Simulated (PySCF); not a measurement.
methyl(silyl)silane (CH8Si2), SMILES [SiH3][SiH2]C. Heavy atoms are numbered as in [SiH3:1][SiH2:2][CH3:3]. Hydrogens are named by the atom that carries them.

Geometry: B3LYP-D3(BJ)/def2-SVP.

The numbers are results of B3LYP/pcSseg-1 (PySCF), not measurements.

GIAO shieldings, no solvent; atoms alike by connectivity are averaged. δ = σ(ref) − σ: ²⁹Si against TMS (σ = 338.7 ppm); ¹³C against TMS (σ = 181.3 ppm); ¹H against TMS (σ = 31.68 ppm), references at their B3LYP-D3(BJ)/def2-TZVP geometries, non-relativistic.

```tsv
nucleus	atoms	count	δ (ppm)
²⁹Si	Si2 (SiH2)	1	-69.3
²⁹Si	Si1 (SiH3)	1	-104.8
¹³C	C3 (CH3)	1	-6.3
¹H	H on Si2	2	4.14
¹H	H on Si1	3	3.67
¹H	H on C3	3	0.62
```
